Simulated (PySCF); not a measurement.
Species: zinc cyanide radical, CNZn (doublet state).
SMILES: `N#[C][Zn]`

Computed with PBE0-D3(BJ)/def2-SVP geometry optimisation, gas phase (PySCF).

Masses are those of the commonest isotopes; rigid-rotor values at the optimised geometry. 

(1) What are the moment of inertia and the rotational constant?

(2) List the first levels of a rigid rotor in a Σ state.

(3) Where do the first rotational lines fall?

(4) Estimate the classical rotational partition function at 10 K, 298.15 K and 500 K.

Results:

(1) I = 133.761 u·Å², B = 505379 MHz·u·Å²/I = 3778 MHz (0.1260 cm⁻¹, or 0.181 K as hB/k).

(2) E(J) = BJ(J+1): J = 1: 0.252, J = 2: 0.756, J = 3: 1.512, J = 4: 2.521, J = 5: 3.781, J = 6: 5.293 cm⁻¹. For this open shell read J as N, the rotation without spin; fine and hyperfine splittings come on top.

(3) The dipole is 4.69 D; J+1 ← J lies at 2B(J+1): 1 ← 0 at 7.56 GHz, 2 ← 1 at 15.11 GHz, 3 ← 2 at 22.67 GHz, 4 ← 3 at 30.23 GHz, 5 ← 4 at 37.78 GHz, 6 ← 5 at 45.34 GHz.

(4) Point group C∞v, symmetry number σ = 1; q = kT/(σhB), k/h = 20836.6 MHz/K: 55.1 at 10 K, 1640 at 298.15 K, 2760 at 500 K.

Not checked by PBE0-D3(BJ)/def2-SVP frequencies. ⟨S²⟩ = 0.753 (exact for a doublet: 0.75). These are rigid-rotor constants of the computed structure; measured ground-state constants (B0) also hold zero-point vibration.
